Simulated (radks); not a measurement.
Species: the niobium ion Nb4+. Configuration: [Kr] 4d1. Method: Dirac Kohn-Sham, Wu-Cohen GGA, spin-unpolarised, spherical densities, point nucleus; open shells fill j = l - 1/2 first; computed with a radial shooting solver on a logarithmic mesh with Libxc functionals.

Normalised radial functions P(r) = r R(r) (large component), r in bohr:

r	3p3/2
0.002842	0.0064
0.003256	0.0083
0.003761	0.0109
0.004309	0.0142
0.004976	0.0186
0.005701	0.0239
0.006584	0.0312
0.007543	0.0401
0.008642	0.0513
0.009981	0.0663
0.01143	0.0842
0.01321	0.1079
0.01513	0.1358
0.01747	0.1720
0.02002	0.2135
0.02312	0.2662
0.02649	0.3249
0.03059	0.3965
0.03505	0.4727
0.04047	0.5606
0.04637	0.6472
0.05312	0.7324
0.06135	0.8134
0.07029	0.8715
0.08118	0.9006
0.093	0.8840
0.1074	0.8056
0.1231	0.6630
0.1421	0.4337
0.1628	0.1462
0.188	-0.2175
0.2154	-0.5904
0.2468	-0.9560
0.285	-1.2900
0.3266	-1.5148
0.3771	-1.6254
0.4321	-1.5994
0.499	-1.4473
0.5717	-1.2180
0.6603	-0.9312
0.7564	-0.6631
0.8736	-0.4197
1.001	-0.2462
1.156	-0.1242
1.324	-0.0573
1.517	-0.0230
1.752	-0.0074
2.007	-0.0021
2.318	-0.0004
2.656	-0.0001
3.068	0.0000
3.514	0.0000
4.059	0.0000
4.65	0.0000
5.37	0.0000
6.153	0.0000
7.106	0.0000
8.141	0.0000

3p3/2: eigenvalue -388.49 eV, 1 radial node at r = 0.173 bohr, <r> = 0.449 bohr, 90 % of the charge inside 0.680 bohr.
